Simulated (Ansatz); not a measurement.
```yaml
crystal:
  periodic: [false, false, false]
  atoms:
    - {symbol: F, position_ang: [-0.264987, -0.282065, 1.883788]}
    - {symbol: Nb, position_ang: [-0.003271, -0.025913, 0.076417]}
    - {symbol: S, position_ang: [1.638086, -1.223346, -0.526408]}
    - {symbol: Cl, position_ang: [-1.821630, -0.678487, -1.105272]}
    - {symbol: Cl, position_ang: [0.501801, 2.136111, -0.369927]}
basis:
  gaussian: {orbitals: STO-3G, nuclear_model: gaussian}
total_charge: 1
magnetization: {spin_polarized: true, initial_magnetization: 1}
hamiltonian: {xc: {name: B97M-V}}
accuracy: high
```

```sh
$ ansatz run in.yaml --threads 4 --pin off --events-out ev --progress --plain --max-ram 10444MiB
```

Shortened log:

```
Functional definition: B97M-V
  name "B97M-V"
  cite "Mardirossian & Head-Gordon, J. Chem. Phys. 142, 074111 (2015) doi:10.1063/1.4907719"
  cite "Becke, J. Chem. Phys. 107, 8554 (1997) doi:10.1063/1.475007"
  cite "Vydrov & Van Voorhis, J. Chem. Phys. 133, 244103 (2010) doi:10.1063/1.3521275"
  # Of w^i u^j: cxij and so on, Table III.
  parameter cx00 = 1.000
  parameter cx01 = 1.308
  parameter cx02 = 1.901
  parameter cx10 = 0.416
  parameter cx11 = 3.070
  parameter css00 = 1.000
  parameter css02 = -1.855
  parameter css10 = -5.668
  parameter css32 = -20.497
  parameter css42 = -20.364
  parameter cos00 = 1.000
  parameter cos01 = 1.573
  parameter cos03 = -6.298
  parameter cos10 = 2.535
  parameter cos32 = -6.427
  parameter b = 6.0
  parameter c = 0.01
  gx(w, u) = cx00 + cx01*u + cx02*u^2 + (cx10 + cx11*u)*w
  gss(w, u) = css00 + css02*u^2 + css10*w + (css32*w^3 + css42*w^4)*u^2
  gos(w, u) = cos00 + cos01*u + cos03*u^3 + cos10*w + cos32*w^3*u^2
  exchange = spin_sum(e_x_unif_s*gx(b97_w, b97_u_x))
  correlation = spin_sum(e_c_pw_mod_same_spin*gss(b97_w, b97_u_same))
      + integral(e_c_pw_mod_opposite_spin*gos(b97_w_opposite, b97_u_opposite)) + vv10(b, c)
1228 factors; integrals over basis functions are off by at most 4.8e-8 eV
mean field evaluation 1: about -139316.0045 eV, gradient 2.4e1 eV
mean field evaluation 2: about -139171.8625 eV, gradient 1.6e2 eV
mean field evaluation 4: about -139319.4276 eV, gradient 2.0e1 eV
mean field evaluation 8: about -139321.4891 eV, gradient 1.3e-1 eV
mean field evaluation 16: about -139321.4684 eV, gradient 1.1e-4 eV
mean field -139321.46843066 eV, -5119.9695293438 hartree, gradient 2.9e-8 eV, S^2 0.756508; 9 other end points of the search recorded, 0 dependent functions left out
reference -139321.46843383 eV, -5119.9695294600 hartree; 50, 49 occupied and 9, 10 virtual orbitals, 1228 factors
Total energy: -139321.46843383 eV, -5119.9695294600 hartree
```

Run time 2.1 min (4 threads of an Arm Neoverse V1 on a shared host); peak host memory 1.1 GiB.
